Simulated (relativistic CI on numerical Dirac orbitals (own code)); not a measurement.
## The 39-electron sequence from Zr+ to Xe15+

Computed by Dirac-Coulomb-Breit CI, separate exchange-only KLI orbitals for each configuration, a model potential for QED, valence Slater integrals scaled by 0.9, P86 correlation energy added to each configuration (own radial code, finite nucleus).

Configuration list (outside the closed core [Ar] 3d10): 4s²4p⁶4d³, 4s²4p⁶4d²5s, 4s²4p⁵4d⁴, 4s²4p⁶4d²4f, 4s4p⁶4d⁴, 4s²4p⁶4d5s², 4s²4p⁶4f5s², 4s²4p⁶4d4f², 4s²4p⁶4f²5s, 4s²4p⁶4f³. Double excitations out of closed p, d and f shells are left out; levels of such configurations are missing from the list, as are those of other unlisted configurations, and high levels can miss mixing partners.

Energies above each ion's lowest level, in cm⁻¹. Levels are followed by their leading LS label, which can pass from one level to another where the coupling changes.

| Ion | 4s²4p⁶4d³ ⁴F3/2 | 4s²4p⁶4d³ ⁴F5/2 | 4s²4p⁶4d³ ⁴F7/2 | 4s²4p⁶4d³ ⁴F9/2 | 4s²4p⁶4d³ ²P1/2 |
| --- | --- | --- | --- | --- | --- |
| Zr+ | 1326.5 | 1571.4 | 1895.3 | 2283.3 | 5256.2 |
| Nb2+ | 0.0 | 448.3 | 1035.3 | 1730.3 | 11628.2 |
| Mo3+ | 0.0 | 709.1 | 1615.9 | 2660.7 | 15307.8 |
| Tc4+ | 0.0 | 1026.8 | 2307.0 | 3741.1 | 18066.6 |
| Ru5+ | 0.0 | 1410.2 | 3121.3 | 4982.8 | 20563.0 |
| Rh6+ | 0.0 | 1869.7 | 4072.8 | 6397.2 | 23045.5 |
| Pd7+ | 0.0 | 2416.4 | 5176.0 | 7994.2 | 25635.6 |
| Ag8+ | 0.0 | 3063.0 | 6445.5 | 9782.2 | 28402.0 |
| Cd9+ | 0.0 | 3823.1 | 7896.6 | 11767.1 | 31391.8 |
| In10+ | ? | ? | ? | ? | ? |
| Sn11+ | 0.0 | 5745.8 | 11403.5 | 16339.1 | 38192.0 |
| Sb12+ | 0.0 | 6942.1 | 13488.9 | 18924.6 | 42073.1 |
| Te13+ | 0.0 | 8319.2 | 15814.2 | 21705.2 | 46321.6 |
| I14+ | 0.0 | 9896.1 | 18392.1 | 24676.6 | 50972.7 |
| Xe15+ | 0.0 | 11692.1 | 21234.4 | 27836.8 | 56062.4 |

Task: Fill in the row of In10+.

Result: 4s²4p⁶4d³ ⁴F3/2 0.0, 4s²4p⁶4d³ ⁴F5/2 4711.9, 4s²4p⁶4d³ ⁴F7/2 9544.2, 4s²4p⁶4d³ ⁴F9/2 13952.6, 4s²4p⁶4d³ ²P1/2 34643.2 (cm⁻¹).

In the calculation the lowest level changes from 4s²4p⁶4d²5s ⁴F3/2 to 4s²4p⁶4d³ ⁴F3/2 at Nb2+.

Between Z = 51 and 54 the energy of 4s²4p⁶4d³ ⁴F5/2 follows a local power law Z^9.1. For orientation: electrostatic splittings inside a shell grow about linearly with the screened charge, excitations that change n as its square, and fine structure as its fourth power; written in Z itself the exponents are larger, since the screened charge grows faster in proportion.

The members near neutrality are the least accurate: they can be off by several eV, miss lower levels of configurations outside the list, or start from a wrong lowest level.
